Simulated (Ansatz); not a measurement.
`[SH][Ti]([SH])([SH])[Cl]`. Total charge 0; spin multiplicity 1. Correlated methods include outer-core shells of Ti, which these sets cover unevenly. Scalar relativity is left out up to krypton.

```xyz
8

S    -1.376   -0.543   -1.724
Ti   -0.039   -0.365    0.084
S     1.298    1.402   -0.395
S    -1.434    0.142    1.795
Cl    1.096   -2.181    0.512
H    -0.336   -1.005   -2.451
H     2.090    1.096    0.655
H    -1.300    1.455    1.524
```

Q: Give the diagnostics of a CCSD(T)/def2-TZVPP run (frozen core, Ansatz). (Estimate.)

A: Ansatz gave: T1 = 0.0284, largest single amplitude 0.068, largest double 0.027, (T) share of the correlation energy 6.1 %, 15 CCSD cycles. The RHF solution is stable towards an unrestricted one. T1 lies over the customary mark of 0.02 for closed shells; compounds of d metals often pass it without a breakdown.
